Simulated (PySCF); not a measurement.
# Energy of La⁺ (lanthanum, charge +1) between two integer charges

The 5d alpha orbital of [Xe] 5d2 is emptied in steps (occupation f), with all orbitals relaxed, ending at [Xe] 5d1. Calculation: PySCF 2.14, in x2c-TZVPall; scalar relativity by spin-free X2C-1e. The exact energy is a straight line in f; departures are measured from the line between the end points of the same method.

```tsv
f	B3LYP (eV)
1	0.000
0.75	-0.527
0.5	-0.706
0.25	-0.532
0	0.000
```

```csv
method,E(f=0) − E(f=1) (eV),−ε at f=1 (eV),−ε at f=0.5 (eV)
B3LYP,11.329,8.544,11.313
```

Orbital energy along the path (eV):

```
   f    B3LYP
   1   -8.544
0.75   -9.911
 0.5  -11.313
0.25  -12.740
   0  -14.179
```

Reference removal energy between the ground levels: 11.185 eV (measured; NIST Atomic Spectra Database, ionization energies). The calculation has no spin-orbit coupling.
